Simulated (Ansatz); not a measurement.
Level of theory: B3LYP-D3(BJ)/def2-TZVP in Ansatz (an electronic-structure program). No frequencies were computed at this level.

Ansatz 0.2 input:
```yaml
crystal:
  periodic: [false, false, false]
  atoms:
    - { symbol: C, position_ang: [1.416882, 0.386509, -0.420754] }
    - { symbol: C, position_ang: [0.30069, 0.089454, -0.088894] }
    - { symbol: C, position_ang: [-1.028212, -0.262747, 0.306632] }
    - { symbol: O, position_ang: [-1.889292, 0.50975, 0.627439] }
    - { symbol: H, position_ang: [2.395132, 0.636199, -0.712782] }
    - { symbol: H, position_ang: [-1.195199, -1.359165, 0.288362] }
basis:
  gaussian: { orbitals: def2-tzvp }
hamiltonian:
  xc: b3lyp
  dispersion: d3bj
relax:
  max_steps: 150
```

Output:

```
Functional definition: B3LYP
779 factors; their error is unknown
mean field evaluation 1: about -5184.1467 eV, gradient 5.4e1 eV
mean field evaluation 2: about -5179.2220 eV, gradient 7.5e1 eV
mean field evaluation 4: about -5189.9765 eV, gradient 3.5e0 eV
mean field evaluation 8: about -5190.0051 eV, gradient 1.8e-1 eV
mean field evaluation 16: about -5190.0065 eV, gradient 5.9e-5 eV
mean field -5190.00649069 eV, -190.7292206199 hartree, gradient 5.9e-5 eV, S^2 0.000000; 0 other end points of the search recorded, 0 dependent functions left out
reference -5190.00671366 eV, -190.7292288140 hartree; 14, 14 occupied and 122, 122 virtual orbitals, 779 factors
relax step   1: F+E_penalty+E_count = -5190.16082998 eV  Δ(F+E_penalty+E_count) = +0.000e0 eV  max|allowed force component| = 8.477e-1 eV/Å  Δτ_max = 0.0000 Å  (28 SCF iters, accepted)
these checks for a lower state are left out or cut short: starts, cluster_reference, orbital_swaps, neighbouring_geometries, increment
779 factors; their error is unknown
mean field -5190.01938913 eV, -190.7296946290 hartree, gradient 1.2e-5 eV, S^2 0.000000; 0 other end points of the search recorded, 0 dependent functions left out
reference -5190.01961218 eV, -190.7297028260 hartree; 14, 14 occupied and 122, 122 virtual orbitals, 779 factors
relax step   2: F+E_penalty+E_count = -5190.17338299 eV  Δ(F+E_penalty+E_count) = -1.255e-2 eV  max|allowed force component| = 3.826e-1 eV/Å  Δτ_max = 0.0186 Å  (33 SCF iters, accepted)
these checks for a lower state are left out or cut short: starts, cluster_reference, orbital_swaps, neighbouring_geometries, increment
779 factors; their error is unknown
mean field -5189.99971389 eV, -190.7289715774 hartree, gradient 2.3e-5 eV, S^2 0.000000; 0 other end points of the search recorded, 0 dependent functions left out
reference -5189.99993688 eV, -190.7289797722 hartree; 14, 14 occupied and 122, 122 virtual orbitals, 779 factors
relax step   3: F+E_penalty+E_count = -5190.15350635 eV  Δ(F+E_penalty+E_count) = +1.988e-2 eV  max|allowed force component| = 8.017e-1 eV/Å  Δτ_max = 0.0433 Å  (32 SCF iters, rejected (line search))
these checks for a lower state are left out or cut short: starts, cluster_reference, orbital_swaps, neighbouring_geometries, increment
779 factors; their error is unknown
mean field evaluation 32: about -5189.9963 eV, gradient 3.9e0 eV
mean field -5190.01525512 eV, -190.7295427068 hartree, gradient 1.2e-5 eV, S^2 0.000000; 0 other end points of the search recorded, 0 dependent functions left out
reference -5190.01547802 eV, -190.7295508982 hartree; 14, 14 occupied and 122, 122 virtual orbitals, 779 factors
relax step   4: F+E_penalty+E_count = -5190.16955284 eV  Δ(F+E_penalty+E_count) = +3.830e-3 eV  max|allowed force component| = 9.092e-1 eV/Å  Δτ_max = 0.0216 Å  (33 SCF iters, rejected (line search))
these checks for a lower state are left out or cut short: starts, cluster_reference, orbital_swaps, neighbouring_geometries, increment
779 factors; their error is unknown
mean field -5190.02255836 eV, -190.7298110962 hartree, gradient 1.2e-5 eV, S^2 0.000000; 0 other end points of the search recorded, 0 dependent functions left out
reference -5190.02278138 eV, -190.7298192918 hartree; 14, 14 occupied and 122, 122 virtual orbitals, 779 factors
relax step   5: F+E_penalty+E_count = -5190.17640541 eV  Δ(F+E_penalty+E_count) = -3.022e-3 eV  max|allowed force component| = 1.207e-1 eV/Å  Δτ_max = 0.0107 Å  (33 SCF iters, accepted)
these checks for a lower state are left out or cut short: starts, cluster_reference, orbital_swaps, neighbouring_geometries, increment
779 factors; their error is unknown
mean field -5190.02262464 eV, -190.7298135319 hartree, gradient 1.2e-5 eV, S^2 0.000000; 0 other end points of the search recorded, 0 dependent functions left out
reference -5190.02284778 eV, -190.7298217321 hartree; 14, 14 occupied and 122, 122 virtual orbitals, 779 factors
relax step   6: F+E_penalty+E_count = -5190.17640855 eV  Δ(F+E_penalty+E_count) = -3.147e-6 eV  max|allowed force component| = 1.588e-1 eV/Å  Δτ_max = 0.0075 Å  (34 SCF iters, accepted)
these checks for a lower state are left out or cut short: starts, cluster_reference, orbital_swaps, neighbouring_geometries, increment
779 factors; their error is unknown
mean field -5190.02283954 eV, -190.7298214292 hartree, gradient 1.3e-5 eV, S^2 0.000000; 0 other end points of the search recorded, 0 dependent functions left out
reference -5190.02306262 eV, -190.7298296274 hartree; 14, 14 occupied and 122, 122 virtual orbitals, 779 factors
relax step   7: F+E_penalty+E_count = -5190.17668484 eV  Δ(F+E_penalty+E_count) = -2.763e-4 eV  max|allowed force component| = 7.569e-2 eV/Å  Δτ_max = 0.0035 Å  (34 SCF iters, accepted)
these checks for a lower state are left out or cut short: starts, cluster_reference, orbital_swaps, neighbouring_geometries, increment
779 factors; their error is unknown
mean field evaluation 64: about -5190.0230 eV, gradient 6.7e-3 eV
mean field -5190.02304344 eV, -190.7298289225 hartree, gradient 1.1e-5 eV, S^2 0.000000; 0 other end points of the search recorded, 0 dependent functions left out
reference -5190.02326660 eV, -190.7298371234 hartree; 14, 14 occupied and 122, 122 virtual orbitals, 779 factors
relax step   8: F+E_penalty+E_count = -5190.17688081 eV  Δ(F+E_penalty+E_count) = -1.960e-4 eV  max|allowed force component| = 2.888e-3 eV/Å  Δτ_max = 0.0054 Å  (34 SCF iters, accepted)
779 factors; their error is unknown
mean field -5190.02304344 eV, -190.7298289225 hartree, gradient 1.2e-5 eV, S^2 0.000000; 1 other end points of the search recorded, 0 dependent functions left out
reference -5190.02326660 eV, -190.7298371234 hartree; 14, 14 occupied and 122, 122 virtual orbitals, 779 factors
Total energy: -5190.17710397 eV, -190.7354905424 hartree
Atom 0 at     1.424428     0.381560    -0.423509 Å, force    -0.002888     0.001324     0.001095 eV/Å
Atom 1 at     0.302978     0.109878    -0.088142 Å, force     0.001518     0.000410    -0.000637 eV/Å
Atom 2 at    -1.031965    -0.275949     0.306879 Å, force     0.001388    -0.000490    -0.000541 eV/Å
Atom 3 at    -1.892055     0.506950     0.627669 Å, force    -0.000185    -0.001183     0.000054 eV/Å
Atom 4 at     2.412470     0.642944    -0.717552 Å, force     0.000557    -0.001475    -0.000249 eV/Å
Atom 5 at    -1.215855    -1.365382     0.294659 Å, force    -0.000390     0.001414     0.000278 eV/Å
Dipole moment:     0.518847    -0.275895    -0.180933 e Å
```

Cost: about 20 core-seconds (a rough figure).
